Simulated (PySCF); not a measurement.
Zn(Cl)(OSiH3) (ClH₃OSiZn), SMILES [O]([SiH3])[Zn][Cl].

Coordinates come from a B3LYP-D3(BJ)/def2-SVP optimisation. The structure was generated by enumeration; whether it is a known compound was not checked. One conformer was computed; it need not be the lowest.

Level of theory: B3LYP-D3(BJ)/def2-SVP (PySCF 2.14.0).

Frequencies are harmonic and unscaled.

| mode | ν (cm⁻¹) | IR (km/mol) | Raman (Å⁴/amu) | depolarisation | moving atoms (share of kinetic energy) |
|---|---|---|---|---|---|
| 1 | 33 | 0.0 | 0.2 | 0.75 | H 69 %, O 11 %, Cl 9 % |
| 2 | 58 | 2.1 | 0.6 | 0.59 | Cl 29 %, Zn 26 %, Si 25 %, O 11 %, H 10 % |
| 3 | 118 | 22.6 | 0.1 | 0.75 | Zn 42 %, O 39 %, Cl 16 % |
| 4 | 141 | 17.0 | 0.1 | 0.25 | O 35 %, Zn 34 %, Si 16 %, Cl 9 % |
| 5 | 377 | 8.9 | 16.5 | 0.27 | Cl 61 %, O 21 %, Si 12 % |
| 6 | 546 | 30.7 | 3.7 | 0.27 | Zn 44 %, Si 19 %, O 18 %, Cl 12 % |
| 7 | 732 | 65.7 | 11.0 | 0.75 | H 84 %, Si 9 % |
| 8 | 742 | 63.2 | 10.0 | 0.40 | H 81 %, Si 10 %, O 9 % |
| 9 | 952 | 90.9 | 29.9 | 0.75 | H 96 % |
| 10 | 961 | 88.5 | 25.9 | 0.74 | H 96 % |
| 11 | 1020 | 629.8 | 13.7 | 0.73 | H 73 %, Si 19 %, O 8 % |
| 12 | 1033 | 166.2 | 8.4 | 0.72 | O 69 %, H 20 %, Si 8 % |
| 13 | 2180 | 198.2 | 82.9 | 0.75 | H 96 % |
| 14 | 2189 | 131.8 | 160.1 | 0.16 | H 97 % |
| 15 | 2223 | 148.7 | 199.4 | 0.17 | H 97 % |
